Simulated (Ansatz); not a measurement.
Frontier orbitals of C$_{2}$H$_{7}$BS$_{2}$ (`CCB(S)S`).

```xyz
12

C    -0.6292    0.9681    1.3375
C     0.5584    0.2696    0.6851
B     0.2773   -0.4988   -0.6581
S     1.4768   -1.7527   -1.1400
S    -1.1826   -0.0514   -1.6096
H    -1.4086    0.2537    1.6126
H    -0.3295    1.4982    2.2441
H    -1.0819    1.7013    0.6649
H     1.0362   -0.4116    1.3984
H     1.3350    1.0108    0.4478
H     0.9615   -2.1128   -2.3262
H    -1.0134   -0.8743   -2.6565
```

Charge 0, multiplicity 1. The geometry is a stationary point of PBE0-D4/def2-TZVP. It is one conformer, not always the lowest. Basis def2-TZVPP, the Gaussian-basis code of Ansatz.

```tsv
functional	HOMO (eV)	LUMO (eV)	gap (eV)
PBE	-6.27	-1.45	4.82
revPBE	-6.22	-1.36	4.86
B97M-V	-6.62	-1.06	5.56
PBE0	-7.43	-0.53	6.90
r2SCANh	-6.97	-0.85	6.12
CAM-B3LYP	-8.71	0.61	9.32
ωB97M-V	-9.56	1.47	11.03
```

Against PBE, PBE0 changes HOMO and LUMO by −1.17 and +0.91 eV, ωB97M-V by −3.30 and +2.92 eV. A gap of 4.82 eV thus becomes 11.03 eV for the same molecule, so an orbital gap means little without its functional. A positive LUMO is unbound and depends on the basis.
